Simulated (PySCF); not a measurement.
**Ionisation energy of Kr²⁺ by level of theory**

Kr²⁺ [Ar] 3d10 4s2 4p4 (3P) → Kr³⁺ [Ar] 3d10 4s2 4p3 (4S), as a difference of total energies. Calculation: PySCF 2.14, in aug-cc-pVTZ-DK (7s6p4d2f, 59 functions); scalar relativity by spin-free X2C-1e. Correlated levels: valence: [Ar] 3d10 frozen. The calculations carry no spin-orbit coupling.

```
           method  ionisation energy (eV)  plus first-order spin-orbit estimate  error of that sum (eV)
              UHF                  34.342                                34.575                  -1.263
              LDA                  35.832                                36.064                  +0.226
              PBE                  35.525                                35.758                  -0.080
             PBE0                  35.548                                35.781                  -0.057
           r2SCAN                  35.618                                35.850                  +0.012
           M06-2X                  35.323                                35.556                  -0.282
            B97-3                  35.547                                35.780                  -0.058
            B3LYP                  35.731                                35.963                  +0.125
            HSE06                  35.600                                35.832                  -0.006
    MP2 (valence)                  35.055                                35.288                  -0.550
SCS-MP2 (valence)                  35.128                                35.361                  -0.477
```

Reference: 35.838 ± 0.02 eV (measured; NIST Atomic Spectra Database, ionization energies).

A first-order spin-orbit estimate (lowest level to lowest level, LS coupling) adds 0.233 eV.

Errors of the correlated levels include the incompleteness of this basis and the frozen core.
